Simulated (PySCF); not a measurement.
Vibration and rotation of TaC

ROHF-CCSD(T) constants of TaC, ⁴Δ (quartet), unpaired electrons σ ↑↑, δ ↑ (PySCF, scalar-relativistic core potentials, basis sets Ta def2-TZVPPD with ECP60, C def2-TZVPPD; masses 180.9480 and 12.0000 u):

* ωe: 946.9 cm⁻¹
* ωexe: 3.75 cm⁻¹
* Be: 0.46617 cm⁻¹
* αe: 0.00239 cm⁻¹
* De to Ta (5d3 6s2) + C: 4.65 eV

Q: What force constant and bond length do these constants imply?

A: Reduced mass μred = 11.254 u; k = 5.8918×10⁻⁷·μred·ωe² (u, cm⁻¹, mdyn/Å) = 5.95 mdyn/Å; Re = √(16.8576/(μred·Be)) (u, cm⁻¹, Å) = 1.793 Å.

Q: Estimate the centrifugal constant D from the Kratzer relation and find the Dunham coefficient a1.

A: D = 4Be³/ωe² = 4.52e-07 cm⁻¹; a1 = −1 − αeωe/(6Be²) = -2.74.

Correlated steps freeze 1 core orbital. Spin–orbit coupling is left out, which matters for elements this heavy, above all for dissociation energies. With d or f electrons several states lie close, and the lowest PBE0 determinant need not be the measured ground state.
